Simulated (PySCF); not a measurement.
PySCF 2.14 output of an unrestricted PBE calculation on a single atom or ion in ANO-RCC-VTZP (8s7p5d3f2g1h, 104 functions), with the spin-free X2C one-electron Hamiltonian (Gaussian nucleus):

```
SCF conv_tol = 1e-09
number electrons alpha = 36  beta = 30
    J. P. Perdew, K. Burke, and M. Ernzerhof.,  Phys. Rev. Lett. 77, 3865 (1996)
    J. P. Perdew, K. Burke, and M. Ernzerhof.,  Phys. Rev. Lett. 78, 1396 (1997)
    J. P. Perdew, K. Burke, and M. Ernzerhof.,  Phys. Rev. Lett. 77, 3865 (1996)
    J. P. Perdew, K. Burke, and M. Ernzerhof.,  Phys. Rev. Lett. 78, 1396 (1997)
cycle= 1 E= -12156.1316459297  delta_E= 0.0323  |g|= 0.832  |ddm|= 0.507
cycle= 2 E= -12155.7446380667  delta_E= 0.387  |g|= 2.09  |ddm|= 0.688
cycle= 3 E= -12156.2114512703  delta_E= -0.467  |g|= 0.105  |ddm|= 0.417
cycle= 4 E= -12156.2131442245  delta_E= -0.00169  |g|= 0.0229  |ddm|= 0.0503
cycle= 5 E= -12156.2132397584  delta_E= -9.55e-05  |g|= 0.00138  |ddm|= 0.0116
cycle= 6 E= -12156.2132402199  delta_E= -4.61e-07  |g|= 0.000179  |ddm|= 0.00157
cycle= 7 E= -12156.2132402334  delta_E= -1.35e-08  |g|= 5.83e-05  |ddm|= 0.000526
cycle= 8 E= -12156.2132402341  delta_E= -6.97e-10  |g|= 8.83e-06  |ddm|= 9.28e-05
converged SCF energy = -12156.2132402341  <S^2> = 12.003807  2S+1 = 7.0010876
```

The run itself started from symmetry-adapted Hartree-Fock orbitals and held the occupation by maximum overlap, on a logarithmic radial grid, so the iterations belong to that start.

Question: Which element, charge and spin multiplicity is this?

Answer: Dy (dysprosium, neutral), multiplicity 7; the state was [Xe] 4f10 5d1 6s1, one real determinant (an excited configuration).

⟨L²⟩ = 40.03 against 72 for a pure L term, so this real determinant mixes terms. Spin-orbit coupling, absent here, splits the open shell strongly. At PBE the highest occupied level has a positive energy, so only the finite basis holds that electron; for this excited configuration the basis is too tight for the outer shell.
